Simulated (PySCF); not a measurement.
Species: Sn2(Cl)4.
Z-matrix (Å and degrees, PBE0-D3(BJ)/def2-SVP geometry), rows numbered from 1:
```
Sn
Cl  1  2.3889
Cl  1  2.6315  2   92.33
Sn  3  2.6304  1   95.35  2    96.46
Cl  4  2.3914  3   93.28  1    89.10
Cl  4  2.6311  3   84.56  1    -3.80
```

Level of theory: PBE0-D3(BJ)/def2-SVP geometry optimisation, gas phase, def2 core potentials past Kr in PySCF.

Take the most abundant isotopes and a rigid rotor. The values belong to one conformer.

Question: Give the principal moments of inertia and the rotational constants in cm⁻¹.

Answer: Ia = 486.85, Ib = 1567.85, Ic = 1616.55 u·Å²; 505379 MHz·u·Å²/I gives 1038, 322.3 and 312.6 MHz, that is A = 0.03463, B = 0.01075, C = 0.01043 cm⁻¹.

Question: What kind of rotor is it?

Answer: A near-prolate asymmetric top: κ = (2 × 322.3 − 1038 − 312.6)/(1038 − 312.6) = -0.97.

Question: What does the inertial defect say?

Answer: Not planar: Δ = Ic − Ia − Ib = -438.14 u·Å². For a rigid frame Δ = −2 Σ m c², so Σ m c² = 219.07 u·Å² lies off the ab plane. The atom farthest from that plane is 1.77 Å away.

Question: Predict some low-J microwave lines.

Answer: The dipole components are |μa| = 0.19 D, |μb| = 0.05 D, |μc| = 0.01 D. Intensities carry the squares of the components, which stand as 1.00 : 0.07 : 0.00 (a : b : c). Some lines, for components of 0.1 D or more:

```tsv
type	branch	J(Ka,Kc)	MHz	lower level (cm⁻¹)
a	R	1(0,1) ← 0(0,0)	635	0.000
a	R	2(1,2) ← 1(1,1)	1260	0.045
a	R	2(0,2) ← 1(0,1)	1270	0.021
a	R	2(1,1) ← 1(1,0)	1280	0.045
a	R	3(1,3) ← 2(1,2)	1890	0.087
a	R	3(0,3) ← 2(0,2)	1905	0.064
a	R	3(2,2) ← 2(2,1)	1905	0.160
a	R	3(2,1) ← 2(2,0)	1905	0.160
a	R	3(1,2) ← 2(1,1)	1919	0.088
a	R	4(1,4) ← 3(1,3)	2520	0.150
a	R	4(0,4) ← 3(0,3)	2539	0.127
a	R	4(2,3) ← 3(2,2)	2540	0.223
a	R	4(3,2) ← 3(3,1)	2540	0.343
a	R	4(3,1) ← 3(3,0)	2540	0.343
a	R	4(2,2) ← 3(2,1)	2541	0.223
a	R	4(1,3) ← 3(1,2)	2559	0.152
```

No frequency check. Constants of a rigid frame at the computed geometry: no zero-point averaging, no centrifugal distortion. Quadrupole hyperfine structure (35Cl) is left out.
